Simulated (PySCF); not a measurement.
Structure problem from calculated spectra and properties.

Formula: C2H12OSSi3.

| Item | Value |
| --- | --- |
| NMR, other nuclei | isotropic shieldings of nuclei other than C and H, by class: 286 (1 O), 411 (1 Si), 462 (1 Si), 467 (1 Si), 645 (1 S) ppm [GIAO PBE0/pcSseg-1] |
| Dipole | 3.10 D [PBE0/pcSseg-1] |
| Rotational structure | rotational constants A, B, C: 1.282, 0.935, 0.780 GHz [GFN2-xTB] |
| 13C NMR | chemical shifts (computed TMS as zero) by class: 72.5 (1 C), 59.1 (1 C) ppm [GIAO PBE0/pcSseg-1] |
| 1H NMR | chemical shifts (computed TMS as zero) by class: 4.61 (2 H), 4.42 (2 H), 3.51 (3 H), 3.47 (2 H), 3.45 (3 H) ppm [GIAO PBE0/pcSseg-1] |

Gas-phase values; electronic properties from PySCF, density fitting. Levels stand in brackets. Geometry: GFN2-xTB, one conformer, isolated molecule. GFN2-xTB frequencies show an imaginary mode (46i cm⁻¹), so this geometry is no minimum at that level. Each NMR value is the plain mean over a class of atoms that symmetry, rotation or inversion makes alike.

Question: Give a SMILES that accounts for the data.

Answer: Numbering: `[CH3:1][O:2][CH2:3][S:4][SiH2:5][SiH2:6][SiH3:7]`. Its formula, C2H12OSSi3, gives 0 degrees of unsaturation, so no ring and no π bond. 2 carbons fall into 2 classes; from least to most shielded: sp3 carbon bound to oxygen [C3] (72.5 ppm), methoxy carbon [C1] (59.1 ppm). Hydrogen classes from least to most shielded: 2 H on an SiH2 silicon, Si5 (4.61 ppm), 2 H on an sp3 carbon bound to oxygen, C3 (4.42 ppm), 3 H on an SiH3 silicon, Si7 (3.51 ppm), 2 H on an SiH2 silicon, Si6 (3.47 ppm), 3 H on a methoxy carbon, C1 (3.45 ppm, a mean of values up to 0.6 ppm apart in this geometry). The other shieldings belong to: 286 ppm, ether oxygen [O2]; 411 ppm, SiH2 silicon [Si5]; 462 ppm, SiH3 silicon [Si7]; 467 ppm, SiH2 silicon [Si6]; 645 ppm, sulfur bonded to C and Si [S4]. The optimised geometry has point group C1 and is an asymmetric top. Structure: `O(CS[SiH2][SiH2][SiH3])C`. Computed isomers that give other values at the same levels: `C[C@@H]([SiH2]O[SiH3])S[SiH3]` (13C chemical shifts (computed TMS as zero) by class: 30.5 (1 C), 21.0 (1 C) ppm); `CO[SiH2][Si@@H](C)S[SiH3]` (13C chemical shifts (computed TMS as zero) by class: 56.4 (1 C), -0.5 (1 C) ppm); `C[SiH2]O[Si@@H](C)S[SiH3]` (13C chemical shifts (computed TMS as zero) by class: 3.6 (1 C), 1.0 (1 C) ppm). The assignments are read from this structure; whether some other isomer fits the data as well wasn't checked.

Conformer computed: `[CH3:1][O:2][CH2:3][S:4][SiH2:5][SiH2:6][SiH3:7]`: C1–O2–C3–S4 -178°, O2–C3–S4–Si5 22°, C3–S4–Si5–Si6 -68°, S4–Si5–Si6–Si7 -10°.
